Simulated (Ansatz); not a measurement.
Born–Oppenheimer molecular dynamics of F2H2HfO2 (7 atoms, charge 0, multiplicity 1). It starts from a relaxed structure.

The calculation used RHF/def2-SVP in Ansatz.

```
ensemble                      : NVE (velocity Verlet)
time step                     : 0.5 fs
steps asked                   : 300
starting velocities drawn for : 1000 K
seed                          : 950411
```

First frame:

```xyz
7
Properties=species:S:1:pos:R:3
Hf -0.154 -0.110 -0.024
O -0.322 -0.173 1.892
H -0.434 -0.167 2.824
F 1.698 0.143 -0.494
O -1.202 1.319 -0.774
H -1.727 2.026 -1.099
F -0.742 -1.788 -0.769
```

Problem. How far do the bonds stretch over the last three quarters of this one trajectory? (Pairs bonded in most of those frames.)

Solution. 
```
  bond  mean (Å)  spread (Å)  shortest  longest
Hf1–O2     1.939       0.033      1.88     1.99
Hf1–F4     1.931       0.012      1.91     1.96
Hf1–O5     1.926       0.009      1.91     1.94
Hf1–F7     1.933       0.078      1.82     2.05
 O2–H3     0.941       0.006      0.93     0.95
 O5–H6     0.942       0.030      0.90     0.99
```

Mean temperature of the second half: 533 K. The conserved energy stayed within 0.42 meV per atom of its start (net change 0.16 meV per atom), so the integration is sound. Over the second half the temperature averaged 0.53 of the 1000 K drawn at the start: a run that starts near a minimum puts about half its kinetic energy into the potential. A run of 0.15 ps of so small a system gives no equilibrium averages.

The run took 11 min on 1 thread of Arm Neoverse V1, with other jobs on the host, peak memory 0.18 GiB.
